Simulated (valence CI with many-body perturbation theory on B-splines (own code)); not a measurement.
## W LXVIII: electric-dipole lines

Calculated by valence CI with perturbative core correlation (CI+MBPT): five valence electrons over a frozen Dirac-Fock core [He], a basis of 9 s, 9 p, 8 d, 6 f, 3 g, 1 h functions for each j, with the one-electron correlation potential Σ1 (screened to all orders), the two-electron term Σ2, the three-electron term Σ3, Breit, model QED; selected single and double excitations, second order for the rest (own B-spline code, finite nucleus).

No measured spectrum was set against this ion. As an estimate, large intervals hold to a few tenths of a per cent, small ones and those within an open d or f shell to about a per cent. Among the levels kept, up to 1200 cm⁻¹ of a level comes from second order outside the variational space, and about a tenth of that is noise between levels of different J, which matters for small intervals.

Lines 51 to 100 of 261 in falling wavelength, among levels below 11275 eV, chosen from the strongest by gf and those to the six lowest levels. Wavelengths and rates use the calculated energies. Electric multipoles are in the length gauge, E1 and E2 with the static RPA response of the core. Weak lines are less certain than strong ones. Lines between different terms over intervals too small for the method are left out, as are lines whose strength nearly cancels. The highest levels of a list are the least certain.

Levels are named by their leading jj configuration (3d3/2^4 stands for four electrons in 3d with j = 3/2), which in mixed levels can hold well under half, so a name can repeat and another be missing. Letters in brackets count levels of one name in rising energy.

| λ vac (nm) | Upper | Lower | A (s⁻¹) | S (a.u.) |
| --- | --- | --- | --- | --- |
| 2.431 | (2s^2 2p1/2 2p3/2 3p3/2) J=3/2 [a] | (2s^2 2p1/2 2p3/2 3s) J=5/2 | 1.30e+11 | 3.68e-03 |
| 2.416 | (2s 2p1/2^2 2p3/2 3p3/2) J=5/2 [b] | (2s 2p1/2^2 2p3/2 3s) J=3/2 [b] | 1.26e+12 | 5.25e-02 |
| 2.413 | (2s^2 2p1/2 2p3/2 3d3/2) J=3/2 [a] | (2s^2 2p1/2 2p3/2 3p1/2) J=3/2 [a] | 3.82e+11 | 1.06e-02 |
| 2.413 | (2s 2p1/2^2 2p3/2 3d3/2) J=3/2 [a] | (2s 2p1/2^2 2p3/2 3p1/2) J=5/2 | 2.12e+11 | 5.89e-03 |
| 2.410 | (2s 2p1/2^2 2p3/2 3d3/2) J=5/2 [b] | (2s 2p1/2^2 2p3/2 3p1/2) J=3/2 [b] | 9.64e+11 | 3.99e-02 |
| 2.409 | (2s 2p1/2^2 2p3/2 3d3/2) J=3/2 [a] | (2s 2p1/2^2 2p3/2 3p1/2) J=3/2 [a] | 7.77e+11 | 2.14e-02 |
| 2.408 | (2s^2 2p1/2 2p3/2 3p3/2) J=1/2 [a] | (2s^2 2p1/2 2p3/2 3s) J=1/2 | 9.70e+11 | 1.34e-02 |
| 2.407 | (2s^2 2p1/2 2p3/2 3d3/2) J=5/2 [a] | (2s^2 2p1/2 2p3/2 3p1/2) J=3/2 [a] | 7.78e+11 | 3.22e-02 |
| 2.404 | (2s^2 2p1/2^2 3d3/2) J=3/2 | (2s^2 2p1/2^2 3p1/2) J=1/2 | 9.69e+11 | 2.66e-02 |
| 2.399 | (2s^2 2p1/2 2p3/2 3p3/2) J=7/2 | (2s^2 2p1/2 2p3/2 3s) J=5/2 | 1.44e+12 | 7.83e-02 |
| 2.398 | (2s 2p1/2^2 2p3/2 3d3/2) J=7/2 | (2s 2p1/2^2 2p3/2 3p1/2) J=5/2 | 9.33e+11 | 5.08e-02 |
| 2.392 | (2s^2 2p1/2 2p3/2 3d3/2) J=7/2 | (2s^2 2p1/2 2p3/2 3p1/2) J=5/2 | 9.68e+11 | 5.23e-02 |
| 2.388 | (2s 2p1/2^2 2p3/2 3d3/2) J=1/2 [a] | (2s 2p1/2^2 2p3/2 3p1/2) J=3/2 [a] | 1.03e+12 | 1.39e-02 |
| 2.387 | (2s^2 2p1/2 2p3/2 3p3/2) J=3/2 [a] | (2s^2 2p1/2 2p3/2 3s) J=1/2 | 4.63e+11 | 1.24e-02 |
| 2.384 | (2s^2 2p1/2 2p3/2 3d3/2) J=3/2 [a] | (2s^2 2p1/2 2p3/2 3p1/2) J=1/2 | 5.50e+11 | 1.47e-02 |
| 2.381 | (2s^2 2p1/2 2p3/2 3p3/2) J=5/2 [a] | (2s^2 2p1/2 2p3/2 3s) J=3/2 [a] | 1.49e+12 | 5.95e-02 |
| 2.374 | (2s 2p1/2^2 2p3/2 3p3/2) J=5/2 [a] | (2s 2p1/2^2 2p3/2 3s) J=3/2 [a] | 6.02e+11 | 2.39e-02 |
| 2.368 | (2s 2p1/2^2 2p3/2 3p3/2) J=7/2 | (2s 2p1/2^2 2p3/2 3s) J=5/2 | 1.38e+12 | 7.23e-02 |
| 2.361 | (2s 2p1/2^2 2p3/2 3d3/2) J=1/2 [b] | (2s 2p1/2^2 2p3/2 3p1/2) J=1/2 | 8.59e+11 | 1.12e-02 |
| 2.356 | (2s^2 2p1/2 2p3/2 3d3/2) J=1/2 [a] | (2s^2 2p1/2 2p3/2 3p1/2) J=1/2 | 8.94e+11 | 1.15e-02 |
| 2.354 | (2s 2p1/2^2 2p3/2 3p3/2) J=1/2 [a] | (2s 2p1/2^2 2p3/2 3s) J=3/2 [a] | 1.30e+12 | 1.67e-02 |
| 2.341 | (2s^2 2p1/2 2p3/2 3p3/2) J=3/2 [a] | (2s^2 2p1/2 2p3/2 3s) J=3/2 [a] | 2.62e+11 | 6.62e-03 |
| 2.337 | (2s^2 2p1/2^2 3p3/2) J=3/2 | (2s^2 2p1/2^2 3s) J=1/2 | 1.57e+12 | 3.96e-02 |
| 2.335 | (2s^2 2p1/2 2p3/2 3p3/2) J=3/2 [b] | (2s^2 2p1/2 2p3/2 3s) J=3/2 [b] | 6.10e+11 | 1.53e-02 |
| 2.335 | (2s 2p1/2^2 2p3/2 3p3/2) J=3/2 [b] | (2s 2p1/2^2 2p3/2 3s) J=3/2 [b] | 6.62e+11 | 1.66e-02 |
| 2.325 | (2s 2p1/2^2 2p3/2 3p3/2) J=3/2 [a] | (2s 2p1/2^2 2p3/2 3s) J=5/2 | 3.23e+11 | 8.00e-03 |
| 2.322 | (2s^2 2p1/2 2p3/2 3d3/2) J=5/2 [b] | (2s^2 2p1/2 2p3/2 3p1/2) J=5/2 | 3.87e+11 | 1.44e-02 |
| 2.305 | (2s^2 2p1/2 2p3/2 3p3/2) J=3/2 [b] | (2s^2 2p1/2 2p3/2 3s) J=5/2 | 2.16e+11 | 5.23e-03 |
| 2.301 | (2s^2 2p1/2 2p3/2 3p3/2) J=5/2 [b] | (2s^2 2p1/2 2p3/2 3s) J=3/2 [b] | 8.22e+11 | 2.96e-02 |
| 2.298 | (2s^2 2p1/2 2p3/2 3d3/2) J=3/2 [b] | (2s^2 2p1/2 2p3/2 3p1/2) J=5/2 | 2.55e+11 | 6.11e-03 |
| 2.293 | (2s 2p1/2^2 2p3/2 3p3/2) J=3/2 [b] | (2s 2p1/2^2 2p3/2 3s) J=1/2 | 8.89e+11 | 2.12e-02 |
| 2.272 | (2s 2p1/2^2 2p3/2 3p3/2) J=1/2 [b] | (2s 2p1/2^2 2p3/2 3s) J=1/2 | 1.26e+12 | 1.46e-02 |
| 2.272 | (2s^2 2p1/2 2p3/2 3p3/2) J=5/2 [b] | (2s^2 2p1/2 2p3/2 3s) J=5/2 | 8.68e+11 | 3.01e-02 |
| 2.266 | (2s^2 2p1/2 2p3/2 3p3/2) J=3/2 [b] | (2s^2 2p1/2 2p3/2 3s) J=1/2 | 4.62e+11 | 1.06e-02 |
| 2.248 | (2s 2p1/2^2 2p3/2 3p3/2) J=5/2 [a] | (2s 2p1/2^2 2p3/2 3s) J=5/2 | 9.05e+11 | 3.04e-02 |
| 2.242 | (2s^2 2p1/2 2p3/2 3d3/2) J=3/2 [b] | (2s^2 2p1/2 2p3/2 3p1/2) J=3/2 [a] | 1.48e+11 | 3.28e-03 |
| 2.224 | (2s^2 2p1/2 2p3/2 3p3/2) J=3/2 [b] | (2s^2 2p1/2 2p3/2 3s) J=3/2 [a] | 5.07e+11 | 1.10e-02 |
| 2.205 | (2s^2 2p1/2 2p3/2 3p3/2) J=1/2 [b] | (2s^2 2p1/2 2p3/2 3s) J=3/2 [b] | 1.60e+12 | 1.69e-02 |
| 2.143 | (2s^2 2p1/2 2p3/2 3p3/2) J=1/2 [b] | (2s^2 2p1/2 2p3/2 3s) J=1/2 | 4.29e+11 | 4.16e-03 |
| 2.103 | (2s 2p1/2^2 2p3/2 3p3/2) J=5/2 [b] | (2s 2p1/2^2 2p3/2 3s) J=3/2 [a] | 1.70e+11 | 4.68e-03 |
| 2.025 | (2s 2p1/2^2 2p3/2 3p3/2) J=1/2 [b] | (2s 2p1/2^2 2p3/2 3s) J=3/2 [a] | 3.53e+11 | 2.90e-03 |
| 1.223 | (2s^2 2p3/2^3) J=3/2 | (2s 2p1/2^2 2p3/2^2) J=1/2 | 6.87e+09 | 2.48e-05 |
| 1.107 | (2s^2 2p3/2^3) J=3/2 | (2s 2p1/2^2 2p3/2^2) J=5/2 | 9.63e+09 | 2.58e-05 |
| 0.7353 | (2s 2p1/2 2p3/2^3) J=3/2 [a] | (2s^2 2p1/2 2p3/2^2) J=1/2 | 7.78e+10 | 6.10e-05 |
| 0.7150 | (2s 2p1/2^2 2p3/2^2) J=5/2 | (2s^2 2p1/2^2 2p3/2) J=3/2 | 2.90e+12 | 3.14e-03 |
| 0.7130 | (2s 2p1/2 2p3/2^3) J=3/2 [a] | (2s^2 2p1/2 2p3/2^2) J=5/2 | 3.10e+11 | 2.22e-04 |
| 0.7037 | (2s 2p1/2 2p3/2^3) J=3/2 [a] | (2s^2 2p1/2 2p3/2^2) J=3/2 | 9.28e+12 | 6.38e-03 |
| 0.6965 | (2s 2p1/2 2p3/2^3) J=5/2 | (2s^2 2p1/2 2p3/2^2) J=5/2 | 9.12e+12 | 9.12e-03 |
| 0.6916 | (2s 2p1/2 2p3/2^3) J=1/2 | (2s^2 2p1/2 2p3/2^2) J=1/2 | 6.51e+12 | 2.13e-03 |
| 0.6903 | (2s 2p1/2^2 2p3/2 3p3/2) J=5/2 [b] | (2s^2 2p1/2^2 3p3/2) J=3/2 | 1.20e+13 | 1.17e-02 |
